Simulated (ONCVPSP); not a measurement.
Varying the ONCV potential for hydrogen (H)

Base potential:

* Element: H
* Generator: ONCVPSP 4.0.1
* Type: optimised norm-conserving Vanderbilt (ONCV)
* Functional: PBE
* Relativity: scalar-relativistic
* Frozen core: none
* Valence charge: 1
* Reference configuration: 1s1
* Partial waves: 1s: rc 1.25 bohr, ncon 4, nbas 8, qcut 6.8 1/bohr, 2 projectors, debl 1 Ha; p scattering state at 0.41 Ha: rc 1.10 bohr, ncon 4, nbas 8, qcut 5.9 1/bohr, local
* Local potential: the p channel
* Core correction: none

Cutoffs, loose and tight: the cutoffs (Ha) at which the residual kinetic energy of the hardest occupied pseudo-wave falls to 1 and 0.1 mHa per electron. They do not see the model core or the augmentation charge, which bear on the density cutoff. Test errors are all-electron minus pseudo excitation energies from the reference, over the configurations 1s0.5. A dash means not determined; rows that change the core or the reference have their own tests.

```tsv
change	outcome	cutoff, loose	cutoff, tight	bound ghosts	GHOST(+) flags above zero
base	generated	14 Ha	20 Ha	none	none
all radii scaled by about 0.77 (s 0.96, p 0.84 bohr)	generated	18 Ha	43 Ha	none	none
all radii scaled by about 0.85 (s 1.06, p 0.94 bohr)	generated	16 Ha	24 Ha	none	none
all radii scaled by about 0.89 (s 1.10, p 0.98 bohr)	generated	16 Ha	23 Ha	none	none
all radii scaled by about 0.94 (s 1.18, p 1.04 bohr)	generated	15 Ha	21 Ha	none	none
all radii scaled by about 1.07 (s 1.34, p 1.18 bohr)	generated	13 Ha	18 Ha	none	none
all radii scaled by about 1.18 (s 1.48, p 1.30 bohr)	generated	12 Ha	17 Ha	none	none
all radii scaled by about 1.26 (s 1.58, p 1.38 bohr)	generated	12 Ha	16 Ha	none	none
```

(1) What comes out with this change to the base: all radii scaled by about 1.33 (s 1.66, p 1.46 bohr)?

(2) What comes out with this change to the base: all radii scaled by about 1.15 (s 1.44, p 1.26 bohr)?

Answers

(1) outcome: generated; cutoff, loose: 11 Ha; cutoff, tight: 15 Ha; bound ghosts: none; GHOST(+) flags above zero: none.

(2) outcome: generated; cutoff, loose: 13 Ha; cutoff, tight: 17 Ha; bound ghosts: none; GHOST(+) flags above zero: none.

Reading the sweep of the scale of all radii (base = 1) (base included, trends over the rows without a ghost): The loose cutoff falls from 18 Ha at 0.77 to 11 Ha at 1.33. A larger radius leaves more room for a smooth pseudo-wave, so fewer plane waves are needed; a smaller one forces it to follow the all-electron wave where it bends sharply.
